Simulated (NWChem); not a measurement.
System: SiH₂OBrF; SMILES Br[SiH](O)F

Excerpt of the output:

```
             Northwest Computational Chemistry Package (NWChem) 7.3.0
             --------------------------------------------------------

 C1  symmetry detected

                             Geometry "geometry" -> ""
                             -------------------------

 Output coordinates in angstroms (scale by  1.889725989 to convert to a.u.)

  No.       Tag          Charge          X              Y              Z
 ---- ---------------- ---------- -------------- -------------- --------------
    1 Si                  14.0000    -0.01093054     0.94862137     0.38459102
    2 O                    8.0000    -1.35667008     1.67087461    -0.25039251
    3 F                    9.0000     1.34694338     1.55953984    -0.27962104
    4 Br                  35.0000     0.01345646    -1.23836672    -0.04394575
    5 H                    1.0000    -0.00499071     1.21335441     1.84431674
    6 H                    1.0000    -1.58208744     1.44592624    -1.17076037

 Effective nuclear repulsion energy (a.u.)     336.1872299228

                                 NWChem DFT Module
                                 -----------------

 Summary of "ao basis" -> "ao basis" (spherical)
 ------------------------------------------------------------------------------
       Tag                 Description            Shells   Functions and Types
 ---------------- ------------------------------  ------  ---------------------
 Si                         def2-svp                 8       18   4s3p1d
 O                          def2-svp                 6       14   3s2p1d
 F                          def2-svp                 6       14   3s2p1d
 Br                         def2-svp                12       32   5s4p3d
 H                          def2-svp                 3        5   2s1p

            General Information
            -------------------
          SCF calculation type: DFT
          Wavefunction type:  closed shell.
          No. of atoms     :     6
          No. of electrons :    68
           Alpha electrons :    34
            Beta electrons :    34
          Charge           :     0
          Spin multiplicity:     1
          Use of symmetry is: off; symmetry adaption is: off
          Maximum number of iterations: 150
          AO basis - number of functions:    88
                     number of shells:    38
          Convergence on energy requested:  1.00D-06
          Convergence on density requested:  1.00D-05
          Convergence on gradient requested:  5.00D-04

              XC Information
              --------------
                      r^2SCAN Method XC Functional
               r^2SCAN metaGGA Exchange Functional  1.000
                     r^2SCAN Correlation Potential  1.000

             Grid Information
             ----------------
          Grid used for XC integration:  medium
          Radial quadrature: Mura-Knowles
          Angular quadrature: Lebedev.
          Tag              B.-S. Rad. Rad. Pts. Rad. Cut. Ang. Pts.
          ---              ---------- --------- --------- ---------
          Si                  1.10       88           8.0       590
          O                   0.60       49           9.0       434
          F                   0.50       49           8.0       434
          Br                  1.15      112          10.0       590
          H                   0.35       45          10.0       434
          Grid pruning is: on
          Number of quadrature shells:   388
          Spatial weights used:  Erf1

      Superposition of Atomic Density Guess
      -------------------------------------

 Sum of atomic energies:       -3035.80657611

      Non-variational initial energy
      ------------------------------

 Total energy =   -3036.643508
 1-e energy   =   -4895.857198
 2-e energy   =    1523.026461
 HOMO         =      -0.396541
 LUMO         =       0.060783

   convergence    iter        energy       DeltaE   RMS-Dens  Diis-err
 ---------------- ----- ----------------- --------- --------- ---------
 d= 0,ls=0.0,diis     1  -3039.3210439383 -3.38D+03  1.74D-02  9.11D-01
 d= 0,ls=0.0,diis     2  -3039.1968050290  1.24D-01  1.05D-02  2.28D+00
 d= 0,ls=0.0,diis     3  -3039.4159344126 -2.19D-01  1.57D-03  3.44D-02
 d= 0,ls=0.0,diis     4  -3039.4180355233 -2.10D-03  9.35D-04  6.73D-03
 d= 0,ls=0.0,diis     5  -3039.4187738942 -7.38D-04  2.35D-04  5.14D-04
  Resetting Diis
 d= 0,ls=0.0,diis     6  -3039.4188437855 -6.99D-05  3.85D-05  2.94D-05
 d= 0,ls=0.0,diis     7  -3039.4188464436 -2.66D-06  2.33D-05  1.47D-06
 d= 0,ls=0.0,diis     8  -3039.4188461890  2.55D-07  1.39D-05  4.20D-06
 d= 0,ls=0.0,diis     9  -3039.4188466007 -4.12D-07  2.10D-06  2.89D-08

         Total DFT energy =    -3039.418846600668
      One electron energy =    -4897.505842095484
           Coulomb energy =     1653.947224512913
    Exchange-Corr. energy =     -132.047458940898
 Nuclear repulsion energy =      336.187229922801

 Numeric. integr. density =       67.999997821870

                       DFT Final Molecular Orbital Analysis
                       ------------------------------------

 Vector   32  Occ=2.000000D+00  E=-3.248231D-01
              MO Center= -7.7D-01,  8.9D-01, -1.1D-01, r^2= 3.1D+00
   Bfn.  Coefficient  Atom+Function         Bfn.  Coefficient  Atom+Function
  ----- ------------  ---------------      ----- ------------  ---------------
    23      0.409523  2 O  py                26      0.297711  2 O  py
    22      0.254461  2 O  px                62      0.238109  4 Br py
    59      0.229816  4 Br py                25      0.184659  2 O  px
    61      0.152221  4 Br px                56     -0.150109  4 Br py
    58      0.140632  4 Br px                36     -0.128826  3 F  px

[...]
```

Level: r2SCAN/def2-SVP, vertical spin-unrestricted ions. All runs use the structure optimised with PBE-D3(BJ)/def2-SVP.

**Question.** Reconstruct the input file.

**Answer.** Several could match; the one computed here: the input that was run:
```
start job
memory heap 200 mb stack 900 mb global 1100 mb
geometry units angstroms noautoz
  Si    -0.007922     0.956345     0.378694
  O     -1.318703     1.728538    -0.270490
  F      1.380173     1.532172    -0.253632
  Br    -0.044486    -1.224878    -0.077469
  H     -0.019910     1.202762     1.841586
  H     -1.534493     1.522178    -1.197497
end
basis spherical
  * library def2-svp
end
dft
  xc r2scan
  iterations 150
  vectors input atomic output neutral.movecs
end
task dft energy
charge 1
dft
  odft
  mult 2
  vectors input atomic output cation.movecs
end
task dft energy
```
